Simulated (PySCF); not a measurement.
CH₇BN₂O, SMILES CNB(N)O.

Geometry: PBE0-D3(BJ)/def2-SVP. The structure was generated by enumeration, and PubChem lists no compound with its InChIKey, so it may never have been made. Other conformers were not sampled.

These are TDA-PBE0/def2-SVPD in PySCF 2.14.0 values and carry that method's errors.

Vertical excitations. The molecule is in vacuum.

| state | energy (eV) | λ (nm) | f | main pairs |
|---|---|---|---|---|
| S1 | 5.59 | 222 | 0.002 | HOMO→LUMO 98 % |
| S2 | 6.47 | 192 | 0.028 | HOMO→LUMO+1 62 %, HOMO−1→LUMO 29 % |
| S3 | 6.64 | 187 | 0.002 | HOMO−1→LUMO 55 %, HOMO→LUMO+1 36 % |
| S4 | 6.95 | 178 | 0.006 | HOMO→LUMO+2 80 %, HOMO−1→LUMO 13 % |
| S5 | 7.49 | 165 | 0.011 | HOMO−1→LUMO+1 74 % |
| S6 | 7.65 | 162 | 0.006 | HOMO→LUMO+3 80 % |
| S7 | 7.91 | 157 | 0.040 | HOMO→LUMO+4 84 % |
| S8 | 8.09 | 153 | 0.019 | HOMO−1→LUMO+2 67 %, HOMO→LUMO+5 14 % |
| S9 | 8.17 | 152 | 0.022 | HOMO→LUMO+5 68 %, HOMO−1→LUMO+2 13 % |
| S10 | 8.34 | 149 | 0.064 | HOMO→LUMO+6 69 %, HOMO−1→LUMO+3 11 % |
| T1 | 5.44 | 228 | 0 | HOMO→LUMO 95 % |
| T2 | 6.24 | 199 | 0 | HOMO−1→LUMO 41 %, HOMO→LUMO+1 40 %, HOMO→LUMO+2 14 % |
| T3 | 6.52 | 190 | 0 | HOMO→LUMO+1 56 %, HOMO−1→LUMO 34 % |
| T4 | 6.84 | 181 | 0 | HOMO→LUMO+2 67 %, HOMO−1→LUMO 19 % |
Triplets are in the Tamm–Dancoff approximation.
